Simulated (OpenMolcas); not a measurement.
# Ar III: the spin-orbit constant, Slater's ratio, worked from levels

* Program: OpenMolcas 26.06
* Basis: ANO-R1 [4s3p1d]
* Scalar Hamiltonian: X2C, finite nucleus
* Active space: 4 electrons in 3 orbitals (3p)
* State averaging: 2S+1 = 3 even, 3 roots; 2S+1 = 1 even, 6 roots
* Spin-orbit coupling: RASSI with atomic mean-field integrals over the reference wave functions, term energies averaged over their components

Methods: CASSCF; SS-CASPT2, IPEA 0.25 Eh, imaginary shift 0.1 Eh (closed shells correlated: 2s 2p 3s). Measured levels: Saloman, J. Phys. Chem. Ref. Data 39, 033101 (2010).

**The spin-orbit constant.** For the Hund term ³P of p4, E(J) = (A/2) J(J+1) + constant and ζ = -2S·A = -2A. From J = 0 to J = 2 the energy changes by 3 A.

```csv
Source,E(2) - E(0),A,ζ
CASSCF,-1593.8,-531.3,1063
SS-CASPT2,-1587.6,-529.2,1058
measured,-1570.2,-523.4,1047
```

All in cm-1. SS-CASPT2 is off by +1.1 % and CASSCF by +1.5 %. Both methods take the spin-orbit matrix elements from the reference wave functions, so the second can move ζ only through the term energies and any multistate remixing. Second-order mixing with other terms is absorbed into this ζ.

**Slater's ratio.** With one set of orbitals, p4 has ¹D - ³P = 6 F2 and ¹S - ¹D = 9 F2 (F2 = F²/25), a ratio of 3/2. Term energies are centres of gravity, weighted by 2J + 1.

| Source | ¹D - ³P | ¹S - ³P | F2 from the first | Ratio |
| --- | --- | --- | --- | --- |
| CASSCF | 16303 | 40610 | 2717 | 1.491 |
| SS-CASPT2 | 14874 | 35138 | 2479 | 1.362 |
| measured | 13465 | 32721 | 2244 | 1.430 |

Energies in cm-1. A ratio away from 3/2 shows effects beyond one configuration with one set of orbitals, and in heavier atoms second-order spin-orbit shifts.

CASPT2 does not keep the components of a term degenerate, so their means are used; among the terms shown or strongly mixed into the levels shown the widest spread is 150 cm-1 (3s² 3p⁴ ¹D, SS-CASPT2). With the s shell closed, the reference lacks s² → p² mixing. Measured partners are found by configuration, term and J. A level has none where our copy of the source lacks it or the pairing is in doubt (some pairs that miss far off the trend of their configuration count as doubtful), and it then counts in no deviation. Levels of configurations outside the active space are missing.
